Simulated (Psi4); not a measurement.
Ru (SMILES [Ru]), quintet (core potentials on Ru).

Psi4 was given this input:
```
memory 2 GB

molecule mol {
0 5
  Ru    0.000000    0.000000    0.000000
}

set basis def2-svp
set reference uks

energy('pbe0')
print_variables()
```

What does this run give for the total energy, number of basis functions, <S^2>, dipole moment?


```
Property                           Value
-------------------------  -------------
total energy               -94.770444 Ha
number of basis functions             31
<S^2>                              6.001
dipole moment                     0.00 D
```

These values belong to the state on which the SCF converged, which isn't shown to be the lowest.
